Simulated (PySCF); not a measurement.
# How the method moves the HOMO and LUMO of `[CH3][AlH][CH]1CC1`

Species: C4H9Al.
Geometry (PBE0-D3(BJ)/def2-SVP, Å), atoms numbered from 1 in this order:
```
atom  x, y, z in Å
C1     2.7351   -0.2849    0.0191
Al2    0.9622    0.5020    0.2883
C3    -0.6749   -0.3970   -0.2372
C4    -1.8612    0.4200   -0.7332
C5    -1.9357   -0.2261    0.6005
H6     3.5536    0.4426    0.1356
H7     2.9122   -1.0934    0.7511
H8     2.8272   -0.7478   -0.9780
H9     0.7802    1.9334    0.9774
H10   -0.5973   -1.3835   -0.7113
H11   -1.7696    1.5107   -0.7784
H12   -2.4576   -0.0029   -1.5470
H13   -1.8968    0.4123    1.4897
H14   -2.5845   -1.0994    0.7159
```

Basis pcSseg-1 throughout (PySCF), one geometry. The structure is a single PBE0-D3(BJ)/def2-SVP conformer in the gas phase; no vibrational or solvent corrections.

Q: How do the orbital energies, the gap and the dipole change with the method?

A: 
```csv
method,kind,HOMO (eV),LUMO (eV),gap (eV),μ (D),SCF cycles
BLYP,GGA,-6.05,-1.52,4.53,0.82,14
B97-D,GGA,-6.16,-1.51,4.64,0.82,14
OPBE,GGA,-6.17,-1.36,4.81,0.82,14
PBE,GGA,-6.19,-1.63,4.56,0.84,13
KT2,GGA,-6.25,-1.74,4.52,0.80,14
KT3,GGA,-6.27,-1.61,4.66,0.77,14
BP86,GGA,-6.29,-1.66,4.63,0.85,14
LDA,LDA,-6.31,-1.84,4.47,0.86,14
B97-2,global hybrid,-7.18,-0.85,6.33,0.80,12
B3LYP,global hybrid,-7.21,-1.08,6.13,0.79,13
PBE0,global hybrid,-7.44,-0.88,6.56,0.81,12
mPW1PW91,global hybrid,-7.47,-0.88,6.58,0.80,12
BHandHLYP,global hybrid,-8.57,-0.12,8.45,0.76,12
CAM-B3LYP,range-separated hybrid,-8.78,0.03,8.82,0.77,12
wB97X-D,range-separated hybrid,-9.30,0.81,10.11,0.79,12
LC-wPBE,range-separated hybrid,-10.17,1.11,11.29,0.78,12
HF,Hartree–Fock,-10.33,1.80,12.13,0.75,9
```

The HOMO spans 4.29 eV, from BLYP down to HF, and the gap runs from 4.47 eV (LDA) to 12.13 eV (HF). Over the methods BLYP (0 %), B97-D (0 %), OPBE (0 %), PBE (0 %), KT2 (0 %), KT3 (0 %), BP86 (0 %), LDA (0 %), B97-2 (21 %), B3LYP (20 %), PBE0 (25 %), mPW1PW91 (25 %), BHandHLYP (50 %), HF (100 %), a straight line through the gap against the share of exact exchange rises by 0.76 eV for each 10 % (correlation coefficient 0.999). The dipole ranges from 0.75 D (HF) to 0.86 D (LDA). This basis has no diffuse functions.
